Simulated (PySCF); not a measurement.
Mapped SMILES: `[CH3:1][C@:2]12[CH:3]=[CH:4][C@@:5]1([Cl:6])[CH:7]=[CH:8]2` (H(Xn): hydrogen on atom n).

All values are calculated (PySCF): GIAO PBE0/pcSseg-1 shieldings, GFN2-xTB structure. Equivalent nuclei averaged, in vacuum, relativity neglected, a single conformation.

Referencing at the same level of theory: TMS for ¹³C, ¹H; ³⁵Cl against HCl.

```json
{"atoms": "C1", "nucleus": "¹³C", "count": "1", "Hirshfeld charge": "-0.12", "δ (ppm)": "15.0"}
{"atoms": "C4/C7", "nucleus": "¹³C", "count": "2", "Hirshfeld charge": "-0.06", "δ (ppm)": "?"}
{"atoms": "C5", "nucleus": "¹³C", "count": "1", "Hirshfeld charge": "0.03", "δ (ppm)": "?"}
{"atoms": "C2", "nucleus": "¹³C", "count": "1", "Hirshfeld charge": "0.02", "δ (ppm)": "67.1"}
{"atoms": "H(C3)/H(C8)", "nucleus": "¹H", "count": "2", "Hirshfeld charge": "0.05", "δ (ppm)": "?"}
{"atoms": "H(C4)/H(C7)", "nucleus": "¹H", "count": "2", "Hirshfeld charge": "0.05", "δ (ppm)": "6.71"}
{"atoms": "Cl6", "nucleus": "³⁵Cl", "count": "1", "Hirshfeld charge": "-0.07", "δ (ppm)": "102"}
{"atoms": "H(C1)", "nucleus": "¹H", "count": "3", "Hirshfeld charge": "0.04", "δ (ppm)": "1.54"}
{"atoms": "C3/C8", "nucleus": "¹³C", "count": "2", "Hirshfeld charge": "-0.04", "δ (ppm)": "159.3"}
```

**Question.** Fill in the missing shifts.

**Answer.** 
- C4/C7: 153.8 ppm, alkene CH; the olefinic region
- C5: 76.5 ppm, allylic fully substituted sp3 carbon bonded to Cl; deshielded by the electronegative neighbour
- H(C3)/H(C8): 7.02 ppm, hydrogen on an alkene CH; a vinylic proton, deshielded by the sp2 carbon and the C=C anisotropy

Carbons that carry Cl, above all several Cl atoms, come out too deshielded, partly because spin–orbit coupling is missing. Shifts are as computed. Against solution values, carbons near 30 ppm lie about +3 ppm off and those near 130 ppm about +5 ppm; carbons on Cl a further +6 ppm. Of 1211 compounds with measured shifts, 218 miss one by over three times the rms of a fit or turn the order of signals round; such compounds aren't used in these exercises.
